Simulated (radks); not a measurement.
Results of a calculation; reference values are marked as such.
Is Br- bound? Neutral atom [Ar] 3d10 4s2 4p5, anion [Kr]. Scalar-relativistic spherical Kohn-Sham, a radial shooting solver on a logarithmic mesh with Libxc functionals; with spin, open shells are filled with parallel spins first. "No" means that the self-consistent cycle ended without a solution in which all occupied levels of the anion are bound.

method                  e(HOMO) neutral (eV)  anion bound  e(HOMO) anion (eV)  EA, Delta-SCF (eV)  <r> HOMO anion (bohr)
PBE, spin-polarised           4p down -7.452           no                   -                   -                      -
PBEsol, spin-polarised        4p down -7.458           no                   -                   -                      -

A bound anion was found by 0 of 2 methods. Tabulated electron affinity: 3.364 eV (CRC Handbook (2014) and Andersen, Phys. Rep. 394, 157 (2004), with later updates, as tabulated in mendeleev).
